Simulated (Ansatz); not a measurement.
C2H5AlBF, SMILES `C[B]1[AlH][CH]1F`, relaxed with RKS PBE0-D4/def2-TZVP in Ansatz 0.2.0 from a PBE-D4/def2-SVP geometry. The force threshold is 0.005 eV/Å; the program also tests the step.

The species carries charge 0 and has multiplicity 1.

Start:

```xyz
10

C     0.735   -0.773    1.368
B     0.186   -0.159    0.031
Al    0.246   -0.084   -1.963
C    -0.865    0.823   -0.308
F    -1.683    1.485    0.559
H     0.217   -0.350    2.254
H     0.602   -1.875    1.393
H     1.822   -0.585    1.488
H    -0.094    0.320   -3.483
H    -1.167    1.197   -1.338
```

(1) By how much does the energy fall, and how many steps does the optimiser take? (An estimate is asked.)

(2) Which bonds change most? (An estimate is asked.)

(3) Give the relaxed structure. (Best estimate.)

## Answers

(1) The calculation gave: 3.21 kJ/mol, in 8 steps, 2 of them rejected.

(2) Computed: Al3–C4 from 2.190 to 2.152 Å; Al3–H9 from 1.609 to 1.590 Å; C4–H10 from 1.137 to 1.119 Å; B2–Al3 from 1.996 to 1.979 Å.

(3) Ansatz gave: 
```xyz
10

C     0.727   -0.767    1.361
B     0.185   -0.168    0.025
Al    0.229   -0.070   -1.950
C    -0.850    0.807   -0.308
F    -1.656    1.480    0.552
H     0.215   -0.349    2.232
H     0.601   -1.853    1.388
H     1.797   -0.576    1.477
H    -0.085    0.324   -3.458
H    -1.162    1.172   -1.319
```
